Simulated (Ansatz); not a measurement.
Reactions of C₂H₇FInN, SMILES `[CH3][In]([NH2])[CH2]F`.

Calculated with Ansatz (gas phase, PBE0-D4/def2-TZVP geometries, no zero-point term in ΔE). CBS: MP2 limit from def2 TZ/QZ plus the TZ coupled-cluster correction, frozen cores. This one scheme is used for every species. Functionals use def2-TZVPP. Elements past krypton have def2 core potentials. For Br, In, Te outer-core shells are correlated without core-valence functions, which leaves a few kJ/mol of doubt a bond. Scalar relativity is left out up to krypton. Each species was taken in one conformer, which may not be the lowest.

```
                                                                             reaction  ωB97M-V (kcal/mol)  MP2/CBS(def2) (kcal/mol)
                       `[CH3][In]([NH2])[CH2]F` + HBr → `[CH3][In]([NH2])[Br]` + `CF`               -44.4                     -47.1
`[CH3][In]([NH2])[CH2]F` + `ClC[SiH2][TeH]` → `[CH3][In]([NH2])[SiH2][TeH]` + `FCCCl`               -13.5                     -14.3
                   `[CH3][In]([NH2])[CH2]F` + `C=O` → `[CH3][In]([NH2])[CH]=O` + `CF`                -2.7                      -2.1
            `[CH3][In]([NH2])[CH2]F` + `O[SiH3]` → `[CH3][In]([NH2])[O][SiH3]` + `CF`               -22.5                     -25.5
```

(1) Give the CCSD(T)/CBS values in the same order. (An estimate is asked.)

Largest T1 diagnostic: 0.016, for `[CH3][In]([NH2])[CH]=O`.

Results:

(1) The calculation gave: -45.6, -14.7, -2.6, -24.9 kcal/mol.
